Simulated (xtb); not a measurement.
C₆H₁₁O (SMILES [CH2]C(C)CC(C)=O), doublet, at a GFN2-xTB geometry, atoms displaced at random by about 0.05 Å a coordinate; xtb with GFN2-xTB.

xtb was given this input:
```
$ xtb mol.xyz --gfn 2 --uhf 1 --opt lax --json

# file mol.xyz
18

C     -1.69523966     1.89977892    -0.31762571
C     -0.95311348     0.63472252    -0.44641272
C     -1.83605376    -0.54984078    -0.22473006
C      0.11898498     0.67622310     0.49927720
C      1.22190551    -0.64721627     0.42846279
C      2.27810125    -0.24991374    -0.57846759
O      0.95018274    -1.74010601     0.87377839
H     -2.54777100     1.96828623     0.29379162
H     -1.30153611     2.74310587    -0.88613561
H     -0.54939463     0.50060542    -1.50337394
H     -2.57994914    -0.67903893    -0.97894726
H     -2.43061764    -0.36110646     0.74127380
H     -1.38901377    -1.55073522    -0.21353817
H     -0.21134525     0.54041862     1.65313532
H      0.82267912     1.45540294     0.45362971
H      2.00733079     0.31151435    -1.48042671
H      2.79506564    -1.22008664    -0.94404005
H      2.99471873     0.25202039    -0.10521803
```

Task: Predict the main parts of the log of this xtb run.

Result: 
```
   ID    Z sym.   atoms
    1    6 C      1-6
    2    8 O      7
    3    1 H      8-18

           -------------------------------------------------
          |                Calculation Setup                |
           -------------------------------------------------

           -------------------------------------------------
          |                 G F N 2 - x T B                 |
           -------------------------------------------------

          ...................................................
          :                      SETUP                      :
          :.................................................:
          :  # basis functions                  39          :
          :  # atomic orbitals                  39          :
          :  # shells                           25          :
          :  # electrons                        41          :
          :  max. iterations                   250          :
          :  Hamiltonian                  GFN2-xTB          :
          :  restarted?                      false          :
          :  GBSA solvation                  false          :
          :  PC potential                    false          :
          :  electronic temp.          300.0000000     K    :
          :  accuracy                    1.0000000          :
          :  -> integral cutoff          0.2500000E+02      :
          :  -> integral neglect         0.1000000E-07      :
          :  -> SCF convergence          0.1000000E-05 Eh   :
          :  -> wf. convergence          0.1000000E-03 e    :
          :  Broyden damping             0.4000000          :
          :  net charge                          0          :
          :  unpaired electrons                  1          :
          ...................................................

 iter      E             dE          RMSdq      gap      omega  full diag
   1    -22.6113825 -0.226114E+02  0.358E+00    2.47       0.0  T
   2    -22.6601681 -0.487856E-01  0.199E+00    1.30       1.0  T
   3    -22.6674562 -0.728807E-02  0.133E+00    1.85       1.0  T
   4    -22.6745363 -0.708018E-02  0.268E-01    1.25       1.0  T
   5    -22.6749741 -0.437803E-03  0.101E-01    1.44       1.0  T
   6    -22.6750784 -0.104266E-03  0.407E-02    1.40       1.0  T
   7    -22.6750810 -0.256675E-05  0.170E-02    1.40       1.4  T
   8    -22.6750815 -0.538913E-06  0.252E-03    1.40       9.4  T
   9    -22.6750815 -0.232644E-07  0.137E-03    1.40      17.2  T
  10    -22.6750815 -0.201668E-08  0.457E-04    1.40      51.6  T
  11    -22.6750815 -0.126462E-08  0.136E-04    1.40     172.7  T

   *** convergence criteria satisfied after 11 iterations ***

         :::::::::::::::::::::::::::::::::::::::::::::::::::::
         ::                     SUMMARY                     ::
         :::::::::::::::::::::::::::::::::::::::::::::::::::::
         :: total energy             -22.369682625635 Eh    ::
         :: gradient norm              0.235692383072 Eh/a0 ::
         :: HOMO-LUMO gap              1.401701345663 eV    ::
         ::.................................................::
         :: SCC energy               -22.675039574441 Eh    ::
         :: -> isotropic ES            0.024661698784 Eh    ::
         :: -> anisotropic ES          0.004777757579 Eh    ::
         :: -> anisotropic XC          0.013034481337 Eh    ::
         :: -> dispersion             -0.011078043364 Eh    ::
         :: repulsion energy           0.305356948806 Eh    ::
         :: add. restraining           0.000000000000 Eh    ::
         :: total charge              -0.000000000000 e     ::
         :::::::::::::::::::::::::::::::::::::::::::::::::::::

      -----------------------------------------------------------
     |                   =====================                   |
     |                        A N C O P T                        |
     |                   =====================                   |
     |               Approximate Normal Coordinate               |
     |                Rational Function Optimizer                |
      -----------------------------------------------------------
      -----------------------------------------------------------
     |                   =====================                   |
     |                        A N C O P T                        |
     |                   =====================                   |
     |               Approximate Normal Coordinate               |
     |                Rational Function Optimizer                |
      -----------------------------------------------------------

          ...................................................
          :                      SETUP                      :
          :.................................................:
          :   optimization level               lax          :
          :   max. optcycles                   200          :
          :   ANC micro-cycles                  20          :
          :   degrees of freedom                48          :
          :.................................................:
          :   RF solver                   davidson          :
          :   write xtbopt.log                true          :
          :   linear?                        false          :
          :   energy convergence         0.2000000E-04 Eh   :
          :   grad. convergence          0.2500000E-02 Eh/α :
          :   maxmium RF displ.          1.0000000          :
          :   Hlow (freq-cutoff)         0.1000000E-01      :
          :   Hmax (freq-cutoff)         5.0000000          :
          :   S6 in model hess.         20.0000000          :
          ...................................................

generating ANC from exact Hessian ...
Using Lindh-Hessian (1995)
 Shifting diagonal of input Hessian by    8.6488822221612305E-003
 Lowest  eigenvalues of input Hessian
    0.000000    0.000000    0.000000    0.000000    0.000000    0.000000
[...]
 * total energy  :   -22.3696826 Eh     change       -0.4120793E-10 Eh
 * total energy  :   -22.4162377 Eh     change       -0.4655504E-01 Eh
 * total energy  :   -22.4259732 Eh     change       -0.9735504E-02 Eh
 * total energy  :   -22.4279283 Eh     change       -0.1955127E-02 Eh
 * total energy  :   -22.4282855 Eh     change       -0.3572215E-03 Eh
 * total energy  :   -22.4284554 Eh     change       -0.1698498E-03 Eh
 * total energy  :   -22.4284664 Eh     change       -0.1105985E-04 Eh
   *** GEOMETRY OPTIMIZATION CONVERGED AFTER 7 ITERATIONS ***
         :: total energy             -22.428466424890 Eh    ::
[...]

    * Orbital Energies and Occupations

         #    Occupation            Energy/Eh            Energy/eV
      -------------------------------------------------------------
         1        2.0000           -0.7088177             -19.2879
       ...           ...                  ...                  ...
         9        2.0000           -0.5359705             -14.5845
        10        2.0000           -0.5298734             -14.4186
        11        2.0000           -0.5062752             -13.7764
        12        2.0000           -0.4951159             -13.4728
        13        2.0000           -0.4847568             -13.1909
        14        2.0000           -0.4785188             -13.0212
        15        2.0000           -0.4710904             -12.8190
        16        2.0000           -0.4682030             -12.7405
        17        2.0000           -0.4494726             -12.2308
        18        2.0000           -0.4471526             -12.1676
        19        2.0000           -0.4386492             -11.9363
        20        2.0000           -0.3958321             -10.7711
        21        1.0000           -0.3217127              -8.7542 (HOMO)
        22                         -0.2471805              -6.7261 (LUMO)
        23                          0.0704004               1.9157
        24                          0.0838428               2.2815
        25                          0.0969052               2.6369
        26                          0.1162075               3.1622
        27                          0.1386346               3.7724
        28                          0.1553397               4.2270
        29                          0.1675278               4.5587
        30                          0.1781284               4.8471
        31                          0.1986868               5.4065
        32                          0.2039765               5.5505
       ...                                ...                  ...
        39                          0.6304041              17.1542
      -------------------------------------------------------------
                  HL-Gap            0.0745322 Eh            2.0281 eV
             Fermi-level           -0.3216095 Eh           -8.7514 eV

     #   Z          covCN         q      C6AA      α(0)
     1   6 C        2.842    -0.110    30.768     9.090
     2   6 C        3.849     0.009    20.386     6.422
     3   6 C        3.757    -0.110    22.652     6.786
     4   6 C        3.806    -0.087    22.157     6.701
     5   6 C        2.811     0.242    22.964     7.851
     6   6 C        3.754    -0.139    23.227     6.872
     7   8 O        0.857    -0.361    20.921     6.132
     8   1 H        0.926     0.042     2.421     2.433
     9   1 H        0.926     0.034     2.529     2.487
    10   1 H        0.924     0.038     2.480     2.463
    11   1 H        0.925     0.039     2.467     2.456
    12   1 H        0.925     0.045     2.379     2.412
    13   1 H        0.925     0.052     2.293     2.368
    14   1 H        0.924     0.064     2.150     2.293
    15   1 H        0.925     0.048     2.350     2.398
    16   1 H        0.925     0.060     2.199     2.319
    17   1 H        0.925     0.067     2.123     2.278
    18   1 H        0.925     0.067     2.116     2.275

 Mol. C6AA /au·bohr⁶  :       2534.452616
 Mol. C8AA /au·bohr⁸  :      55209.705088
 Mol. α(0) /au        :         76.037794

Wiberg/Mayer (AO) data.
largest (>0.10) Wiberg bond orders for each atom

 ---------------------------------------------------------------------------
     #   Z sym  total        # sym  WBO       # sym  WBO       # sym  WBO
 ---------------------------------------------------------------------------
     1   6 C    3.246 --     2 C    1.103     9 H    0.985     8 H    0.983
     2   6 C    3.992 --     1 C    1.103     3 C    1.003    10 H    0.953
                             4 C    0.889
     3   6 C    3.994 --     2 C    1.003    11 H    0.986    12 H    0.985
                            13 H    0.983
     4   6 C    3.989 --     5 C    0.994    15 H    0.972    14 H    0.970
                             2 C    0.889
     5   6 C    3.923 --     7 O    1.847     6 C    1.003     4 C    0.994
     6   6 C    3.995 --     5 C    1.003    17 H    0.982    16 H    0.969
                            18 H    0.955
     7   8 O    2.076 --     5 C    1.847
     8   1 H    0.998 --     1 C    0.983
     9   1 H    0.999 --     1 C    0.985
    10   1 H    0.998 --     2 C    0.953
    11   1 H    0.998 --     3 C    0.986
    12   1 H    0.998 --     3 C    0.985
    13   1 H    0.997 --     3 C    0.983
    14   1 H    0.996 --     4 C    0.970
    15   1 H    0.998 --     4 C    0.972
    16   1 H    0.996 --     6 C    0.969
    17   1 H    0.995 --     6 C    0.982
    18   1 H    0.995 --     6 C    0.955
 ---------------------------------------------------------------------------

Topologies differ in total number of bonds
Writing topology from bond orders to xtbtopo.mol

molecular dipole:
                 x           y           z       tot (Debye)
 q only:        0.097       0.836      -0.473
   full:        0.187       1.050      -0.526       3.023
molecular quadrupole (traceless):
                xx          xy          yy          xz          yz          zz
 q only:        3.773       2.737      -3.872      -2.279       2.959       0.098
  q+dip:        4.016       3.019      -4.537      -3.610       3.687       0.521
   full:        4.204       3.365      -4.989      -2.540       4.025       0.784

optimized geometry written to: xtbopt.xyz

           -------------------------------------------------
          | TOTAL ENERGY              -22.428466424890 Eh   |
          | GRADIENT NORM               0.001615323306 Eh/α |
          | HOMO-LUMO GAP               2.028125219771 eV   |
           -------------------------------------------------

normal termination of xtb
```
